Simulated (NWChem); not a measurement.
Species: C3H7NSi; SMILES C(C#N)C[SiH3]

```xyz
12

N      0.9665    -2.4039    -0.1461
C      0.0753    -1.6958     0.0632
C     -1.0437    -0.7917     0.3139
C     -0.9273     0.5527    -0.4169
Si     0.5459     1.6452     0.0690
H     -1.9661    -1.3182     0.0162
H     -1.1153    -0.6409     1.4044
H     -1.8453     1.1325    -0.2247
H     -0.8928     0.3868    -1.5065
H      0.5165     1.8932     1.5444
H      0.4265     2.9510    -0.6472
H      1.8417     0.9988    -0.2907
```
Atoms are numbered in this order, from 1.

Program: NWChem. The geometry was optimised at PBE0/def2-SVP. Not confirmed as a minimum by frequencies.

Q: Predict the results for PBE0/def2-SVP. Quantities: highest occupied level (eV); orbital gap (eV); dipole (D).

A: 
```yaml
highest occupied level (eV): -9.00
orbital gap (eV): 9.44
dipole (D): 3.85
```
